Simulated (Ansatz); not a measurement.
Basis-set extrapolation for C$_{2}$H$_{7}$NO$_{2}$Si, SMILES `OCN1CO[SiH2]1` (PBE0-D4/def2-TZVP geometry, frozen core, the Gaussian-basis code of Ansatz). Multiplicity 1, RHF reference.

|  | def2-TZVPP | def2-QZVPP |
| --- | --- | --- |
| HF | -573.069232 | -573.092169 |
| MP2 correlation | -1.131902 | -1.215691 |
| CCSD(T) correlation | -1.214301 | not run |

Energies in hartree. Use E(X) = E(∞) + A·exp(−7.88·√X) for Hartree–Fock and E(X) = E(∞) + B·X^(−2.97) for correlation, with X = 3 and 4, and add CCSD(T) minus MP2 of the smaller set to the MP2 limit.

What is the CCSD(T) energy at the basis-set limit?

HF limit: -573.092169 + (-0.022937) × 0.13774 = -573.09533. MP2 limit: -1.215691 + (-0.083789) × 0.74074 = -1.27776. Higher-order term: -1.214301 − (-1.131902) = -0.08240. Total: -574.45549 hartree, 4.68 eV below CCSD(T)/def2-TZVPP.
